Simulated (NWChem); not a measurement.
# GaF$_{3}$; SMILES [F][Ga]([F])[F]

```xyz
4

Ga     0.0000     0.0000     0.0000
F     -1.6856     0.4564     0.0000
F      1.2380     1.2316     0.0000
F      0.4476    -1.6880     0.0000
```
Atoms are numbered in this order, from 1.

Computed with NWChem. Pople sets run with spherical d functions. Geometry: optimised at PBE-D3(BJ)/def2-SVP. Ions are spin-unrestricted doublets at the neutral geometry; other ion states weren't tried.

Question: Estimate the computed values for PBE0/6-31G*. Quantities: vertical ionisation energy, ΔSCF (eV); −ε(HOMO) (eV).

Answer: The vertical ionisation energy, ΔSCF (eV) is 14.04. The −ε(HOMO) (eV) is 11.30.
